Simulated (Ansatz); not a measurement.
A structure relaxed at PBE0-D4/def2-TZVP, charge 0, multiplicity 1:

```csv
atom,x (Å),y (Å),z (Å)
S1,1.6452,1.2196,0.8321
Hf2,-0.4543,0.1453,0.2861
S3,-0.4434,-0.3984,-2.0789
S4,-0.4761,-1.8984,1.5813
Cl5,-2.2747,1.5083,0.7940
H6,1.2540,2.3420,0.1919
H7,0.9025,-0.3168,-2.0836
H8,-0.1531,-2.6015,0.4771
```

Give its formula and SMILES.

ClH3HfS3, `[SH][Hf]([SH])([SH])[Cl]`.

Summarise the bond lengths by kind.

3 × Hf–S 2.420 to 2.427 Å; 3 × H–S 1.348 to 1.350 Å; 1 × Cl–Hf 2.330 Å.

Computed with Ansatz.
